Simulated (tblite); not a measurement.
Compound: C₆H₁₀OS.
Atom-mapped SMILES: `[CH:1]#[C:2][CH2:3][CH2:4][S:5][CH2:6][O:7][CH3:8]` (hydrogens: H9 on C1; H10, H11 on C3; H12, H13 on C4; H14, H15 on C6; H16, H17, H18 on C8)

Computed with GFN2-xTB (tblite), gas phase: Langevin dynamics at 600 K from the optimised GFN2-xTB geometry, time step 0.5 fs, friction 0.01 fs⁻¹, 2000 steps. The instantaneous temperature is 2·E(kin)/(3Nk) with all 3N coordinates.

```json
{"t (fs)": "0", "T (K)": "509", "E(pot) above start (eV)": "0.000", "C1≡C2 (Å)": "1.196", "C2–C3 (Å)": "1.449", "C3–C4 (Å)": "1.525", "C4–S5 (Å)": "1.830", "S5–C6 (Å)": "1.837", "C1–H9 (Å)": "1.049", "C2–C3–C4–S5 (°)": "-67"}
{"t (fs)": "25", "T (K)": "357", "E(pot) above start (eV)": "0.711", "C1≡C2 (Å)": "1.168", "C2–C3 (Å)": "1.437", "C3–C4 (Å)": "1.512", "C4–S5 (Å)": "1.857", "S5–C6 (Å)": "1.850", "C1–H9 (Å)": "1.027", "C2–C3–C4–S5 (°)": "-80"}
{"t (fs)": "50", "T (K)": "338", "E(pot) above start (eV)": "0.601", "C1≡C2 (Å)": "1.219", "C2–C3 (Å)": "1.460", "C3–C4 (Å)": "1.560", "C4–S5 (Å)": "1.835", "S5–C6 (Å)": "1.816", "C1–H9 (Å)": "1.048", "C2–C3–C4–S5 (°)": "-86"}
{"t (fs)": "75", "T (K)": "339", "E(pot) above start (eV)": "0.633", "C1≡C2 (Å)": "1.217", "C2–C3 (Å)": "1.446", "C3–C4 (Å)": "1.541", "C4–S5 (Å)": "1.840", "S5–C6 (Å)": "1.838", "C1–H9 (Å)": "1.073", "C2–C3–C4–S5 (°)": "-72"}
{"t (fs)": "100", "T (K)": "427", "E(pot) above start (eV)": "0.681", "C1≡C2 (Å)": "1.189", "C2–C3 (Å)": "1.414", "C3–C4 (Å)": "1.548", "C4–S5 (Å)": "1.841", "S5–C6 (Å)": "1.915", "C1–H9 (Å)": "1.030", "C2–C3–C4–S5 (°)": "-68"}
{"t (fs)": "125", "T (K)": "540", "E(pot) above start (eV)": "0.694", "C1≡C2 (Å)": "1.186", "C2–C3 (Å)": "1.486", "C3–C4 (Å)": "1.545", "C4–S5 (Å)": "1.836", "S5–C6 (Å)": "1.771", "C1–H9 (Å)": "1.052", "C2–C3–C4–S5 (°)": "-76"}
{"t (fs)": "150", "T (K)": "403", "E(pot) above start (eV)": "1.133", "C1≡C2 (Å)": "1.214", "C2–C3 (Å)": "1.442", "C3–C4 (Å)": "1.494", "C4–S5 (Å)": "1.786", "S5–C6 (Å)": "1.833", "C1–H9 (Å)": "1.052", "C2–C3–C4–S5 (°)": "-82"}
{"t (fs)": "175", "T (K)": "476", "E(pot) above start (eV)": "0.971", "C1≡C2 (Å)": "1.191", "C2–C3 (Å)": "1.510", "C3–C4 (Å)": "1.469", "C4–S5 (Å)": "1.883", "S5–C6 (Å)": "1.796", "C1–H9 (Å)": "1.013", "C2–C3–C4–S5 (°)": "-66"}
{"t (fs)": "200", "T (K)": "455", "E(pot) above start (eV)": "1.228", "C1≡C2 (Å)": "1.217", "C2–C3 (Å)": "1.436", "C3–C4 (Å)": "1.446", "C4–S5 (Å)": "1.785", "S5–C6 (Å)": "1.810", "C1–H9 (Å)": "1.095", "C2–C3–C4–S5 (°)": "-52"}
{"t (fs)": "225", "T (K)": "543", "E(pot) above start (eV)": "0.919", "C1≡C2 (Å)": "1.187", "C2–C3 (Å)": "1.406", "C3–C4 (Å)": "1.494", "C4–S5 (Å)": "1.876", "S5–C6 (Å)": "1.895", "C1–H9 (Å)": "1.010", "C2–C3–C4–S5 (°)": "-53"}
{"t (fs)": "250", "T (K)": "532", "E(pot) above start (eV)": "1.362", "C1≡C2 (Å)": "1.199", "C2–C3 (Å)": "1.443", "C3–C4 (Å)": "1.574", "C4–S5 (Å)": "1.810", "S5–C6 (Å)": "1.865", "C1–H9 (Å)": "1.108", "C2–C3–C4–S5 (°)": "-59"}
{"t (fs)": "275", "T (K)": "648", "E(pot) above start (eV)": "1.129", "C1≡C2 (Å)": "1.226", "C2–C3 (Å)": "1.398", "C3–C4 (Å)": "1.590", "C4–S5 (Å)": "1.909", "S5–C6 (Å)": "1.905", "C1–H9 (Å)": "1.002", "C2–C3–C4–S5 (°)": "-49"}
{"t (fs)": "300", "T (K)": "777", "E(pot) above start (eV)": "1.138", "C1≡C2 (Å)": "1.189", "C2–C3 (Å)": "1.429", "C3–C4 (Å)": "1.552", "C4–S5 (Å)": "1.759", "S5–C6 (Å)": "1.894", "C1–H9 (Å)": "1.106", "C2–C3–C4–S5 (°)": "-56"}
{"t (fs)": "325", "T (K)": "628", "E(pot) above start (eV)": "1.311", "C1≡C2 (Å)": "1.189", "C2–C3 (Å)": "1.518", "C3–C4 (Å)": "1.569", "C4–S5 (Å)": "1.919", "S5–C6 (Å)": "1.835", "C1–H9 (Å)": "1.022", "C2–C3–C4–S5 (°)": "-68"}
{"t (fs)": "350", "T (K)": "681", "E(pot) above start (eV)": "1.600", "C1≡C2 (Å)": "1.214", "C2–C3 (Å)": "1.453", "C3–C4 (Å)": "1.565", "C4–S5 (Å)": "1.782", "S5–C6 (Å)": "1.954", "C1–H9 (Å)": "1.110", "C2–C3–C4–S5 (°)": "-80"}
{"t (fs)": "375", "T (K)": "734", "E(pot) above start (eV)": "1.235", "C1≡C2 (Å)": "1.217", "C2–C3 (Å)": "1.431", "C3–C4 (Å)": "1.514", "C4–S5 (Å)": "1.846", "S5–C6 (Å)": "1.847", "C1–H9 (Å)": "1.013", "C2–C3–C4–S5 (°)": "-84"}
{"t (fs)": "400", "T (K)": "573", "E(pot) above start (eV)": "1.423", "C1≡C2 (Å)": "1.201", "C2–C3 (Å)": "1.478", "C3–C4 (Å)": "1.568", "C4–S5 (Å)": "1.816", "S5–C6 (Å)": "1.909", "C1–H9 (Å)": "1.084", "C2–C3–C4–S5 (°)": "-77"}
{"t (fs)": "425", "T (K)": "413", "E(pot) above start (eV)": "1.285", "C1≡C2 (Å)": "1.195", "C2–C3 (Å)": "1.504", "C3–C4 (Å)": "1.482", "C4–S5 (Å)": "1.882", "S5–C6 (Å)": "1.847", "C1–H9 (Å)": "1.011", "C2–C3–C4–S5 (°)": "-66"}
{"t (fs)": "450", "T (K)": "524", "E(pot) above start (eV)": "1.162", "C1≡C2 (Å)": "1.187", "C2–C3 (Å)": "1.531", "C3–C4 (Å)": "1.467", "C4–S5 (Å)": "1.838", "S5–C6 (Å)": "1.893", "C1–H9 (Å)": "1.099", "C2–C3–C4–S5 (°)": "-71"}
{"t (fs)": "475", "T (K)": "448", "E(pot) above start (eV)": "1.148", "C1≡C2 (Å)": "1.226", "C2–C3 (Å)": "1.486", "C3–C4 (Å)": "1.563", "C4–S5 (Å)": "1.826", "S5–C6 (Å)": "1.908", "C1–H9 (Å)": "1.047", "C2–C3–C4–S5 (°)": "-84"}
{"t (fs)": "500", "T (K)": "516", "E(pot) above start (eV)": "1.080", "C1≡C2 (Å)": "1.167", "C2–C3 (Å)": "1.453", "C3–C4 (Å)": "1.581", "C4–S5 (Å)": "1.809", "S5–C6 (Å)": "1.801", "C1–H9 (Å)": "1.067", "C2–C3–C4–S5 (°)": "-98"}
{"t (fs)": "525", "T (K)": "561", "E(pot) above start (eV)": "0.703", "C1≡C2 (Å)": "1.202", "C2–C3 (Å)": "1.516", "C3–C4 (Å)": "1.564", "C4–S5 (Å)": "1.846", "S5–C6 (Å)": "1.936", "C1–H9 (Å)": "1.027", "C2–C3–C4–S5 (°)": "-73"}
{"t (fs)": "550", "T (K)": "380", "E(pot) above start (eV)": "0.912", "C1≡C2 (Å)": "1.217", "C2–C3 (Å)": "1.475", "C3–C4 (Å)": "1.515", "C4–S5 (Å)": "1.841", "S5–C6 (Å)": "1.789", "C1–H9 (Å)": "1.097", "C2–C3–C4–S5 (°)": "-47"}
{"t (fs)": "575", "T (K)": "587", "E(pot) above start (eV)": "0.664", "C1≡C2 (Å)": "1.175", "C2–C3 (Å)": "1.437", "C3–C4 (Å)": "1.522", "C4–S5 (Å)": "1.850", "S5–C6 (Å)": "1.887", "C1–H9 (Å)": "1.038", "C2–C3–C4–S5 (°)": "-45"}
{"t (fs)": "600", "T (K)": "460", "E(pot) above start (eV)": "0.856", "C1≡C2 (Å)": "1.208", "C2–C3 (Å)": "1.441", "C3–C4 (Å)": "1.537", "C4–S5 (Å)": "1.866", "S5–C6 (Å)": "1.785", "C1–H9 (Å)": "1.071", "C2–C3–C4–S5 (°)": "-39"}
{"t (fs)": "625", "T (K)": "502", "E(pot) above start (eV)": "0.990", "C1≡C2 (Å)": "1.211", "C2–C3 (Å)": "1.407", "C3–C4 (Å)": "1.549", "C4–S5 (Å)": "1.804", "S5–C6 (Å)": "1.865", "C1–H9 (Å)": "1.059", "C2–C3–C4–S5 (°)": "-21"}
{"t (fs)": "650", "T (K)": "539", "E(pot) above start (eV)": "0.984", "C1≡C2 (Å)": "1.158", "C2–C3 (Å)": "1.499", "C3–C4 (Å)": "1.515", "C4–S5 (Å)": "1.832", "S5–C6 (Å)": "1.812", "C1–H9 (Å)": "1.051", "C2–C3–C4–S5 (°)": "-19"}
{"t (fs)": "675", "T (K)": "530", "E(pot) above start (eV)": "1.077", "C1≡C2 (Å)": "1.228", "C2–C3 (Å)": "1.492", "C3–C4 (Å)": "1.494", "C4–S5 (Å)": "1.861", "S5–C6 (Å)": "1.776", "C1–H9 (Å)": "1.039", "C2–C3–C4–S5 (°)": "-18"}
{"t (fs)": "700", "T (K)": "647", "E(pot) above start (eV)": "1.207", "C1≡C2 (Å)": "1.230", "C2–C3 (Å)": "1.460", "C3–C4 (Å)": "1.563", "C4–S5 (Å)": "1.775", "S5–C6 (Å)": "1.862", "C1–H9 (Å)": "1.072", "C2–C3–C4–S5 (°)": "-12"}
{"t (fs)": "725", "T (K)": "502", "E(pot) above start (eV)": "1.206", "C1≡C2 (Å)": "1.146", "C2–C3 (Å)": "1.511", "C3–C4 (Å)": "1.571", "C4–S5 (Å)": "1.828", "S5–C6 (Å)": "1.770", "C1–H9 (Å)": "1.041", "C2–C3–C4–S5 (°)": "-18"}
{"t (fs)": "750", "T (K)": "583", "E(pot) above start (eV)": "1.184", "C1≡C2 (Å)": "1.220", "C2–C3 (Å)": "1.429", "C3–C4 (Å)": "1.536", "C4–S5 (Å)": "1.823", "S5–C6 (Å)": "1.952", "C1–H9 (Å)": "1.041", "C2–C3–C4–S5 (°)": "-25"}
{"t (fs)": "775", "T (K)": "525", "E(pot) above start (eV)": "1.394", "C1≡C2 (Å)": "1.227", "C2–C3 (Å)": "1.399", "C3–C4 (Å)": "1.470", "C4–S5 (Å)": "1.922", "S5–C6 (Å)": "1.782", "C1–H9 (Å)": "1.061", "C2–C3–C4–S5 (°)": "-27"}
{"t (fs)": "800", "T (K)": "568", "E(pot) above start (eV)": "1.241", "C1≡C2 (Å)": "1.171", "C2–C3 (Å)": "1.430", "C3–C4 (Å)": "1.499", "C4–S5 (Å)": "1.841", "S5–C6 (Å)": "1.916", "C1–H9 (Å)": "1.045", "C2–C3–C4–S5 (°)": "-47"}
{"t (fs)": "825", "T (K)": "470", "E(pot) above start (eV)": "1.213", "C1≡C2 (Å)": "1.190", "C2–C3 (Å)": "1.545", "C3–C4 (Å)": "1.546", "C4–S5 (Å)": "1.832", "S5–C6 (Å)": "1.769", "C1–H9 (Å)": "1.045", "C2–C3–C4–S5 (°)": "-59"}
{"t (fs)": "850", "T (K)": "534", "E(pot) above start (eV)": "1.240", "C1≡C2 (Å)": "1.240", "C2–C3 (Å)": "1.466", "C3–C4 (Å)": "1.577", "C4–S5 (Å)": "1.870", "S5–C6 (Å)": "1.905", "C1–H9 (Å)": "1.054", "C2–C3–C4–S5 (°)": "-57"}
{"t (fs)": "875", "T (K)": "563", "E(pot) above start (eV)": "0.987", "C1≡C2 (Å)": "1.179", "C2–C3 (Å)": "1.434", "C3–C4 (Å)": "1.623", "C4–S5 (Å)": "1.813", "S5–C6 (Å)": "1.793", "C1–H9 (Å)": "1.059", "C2–C3–C4–S5 (°)": "-63"}
{"t (fs)": "900", "T (K)": "659", "E(pot) above start (eV)": "0.898", "C1≡C2 (Å)": "1.189", "C2–C3 (Å)": "1.470", "C3–C4 (Å)": "1.588", "C4–S5 (Å)": "1.845", "S5–C6 (Å)": "1.933", "C1–H9 (Å)": "1.056", "C2–C3–C4–S5 (°)": "-75"}
{"t (fs)": "925", "T (K)": "615", "E(pot) above start (eV)": "1.332", "C1≡C2 (Å)": "1.220", "C2–C3 (Å)": "1.416", "C3–C4 (Å)": "1.502", "C4–S5 (Å)": "1.900", "S5–C6 (Å)": "1.797", "C1–H9 (Å)": "1.080", "C2–C3–C4–S5 (°)": "-82"}
{"t (fs)": "950", "T (K)": "502", "E(pot) above start (eV)": "1.347", "C1≡C2 (Å)": "1.210", "C2–C3 (Å)": "1.491", "C3–C4 (Å)": "1.566", "C4–S5 (Å)": "1.843", "S5–C6 (Å)": "1.859", "C1–H9 (Å)": "1.053", "C2–C3–C4–S5 (°)": "-68"}
{"t (fs)": "975", "T (K)": "753", "E(pot) above start (eV)": "1.033", "C1≡C2 (Å)": "1.186", "C2–C3 (Å)": "1.432", "C3–C4 (Å)": "1.515", "C4–S5 (Å)": "1.796", "S5–C6 (Å)": "1.799", "C1–H9 (Å)": "1.063", "C2–C3–C4–S5 (°)": "-90"}
{"t (fs)": "1000", "T (K)": "632", "E(pot) above start (eV)": "1.284", "C1≡C2 (Å)": "1.195", "C2–C3 (Å)": "1.383", "C3–C4 (Å)": "1.575", "C4–S5 (Å)": "1.931", "S5–C6 (Å)": "1.947", "C1–H9 (Å)": "1.048", "C2–C3–C4–S5 (°)": "-113"}
```

Q: From 500 fs on, how do temperature and potential energy compare with equipartition?

A: The mean temperature of these 21 frames is 554 K against the target 600 K, and the mean potential energy 1.09 eV against 48 × kT/2 = 1.24 eV for 48 classical harmonic modes. For 18 atoms in a canonical ensemble the temperature itself scatters by T·√(2/(3N)) = 115 K; here its standard deviation is 78 K. The whole run lasts only 10 friction times of 100 fs, so these averages carry a wide statistical error.

Q: What are the kinetic and total energies of the listed frame with the highest potential energy?

A: The one at 350 fs, 1.600 eV above the start. Its kinetic energy is 3NkT/2 = 1.584 eV at 681 K, so the sum is 3.18 eV; over the listed frames the sum runs from 1.18 to 3.18 eV, since the thermostat adds and removes energy.

Q: How much do the listed bonds fluctuate from 500 fs on?

A: 
```
 bond  at the start (Å)  mean (Å)  standard deviation (Å)
C1≡C2             1.196     1.199                   0.025
C2–C3             1.449     1.457                   0.041
C3–C4             1.525     1.543                   0.037
C4–S5             1.830     1.844                   0.038
S5–C6             1.837     1.845                   0.064
C1–H9             1.049     1.056                   0.016
```

The motion is classical and holds no zero-point motion.

The cost below is that of the whole dynamics run. The run took 11 s on Intel Xeon 6975P-C, one thread, shared host with 192 logical CPUs at a one-minute load of 93, and the process peaked at 0.18 GiB of memory.
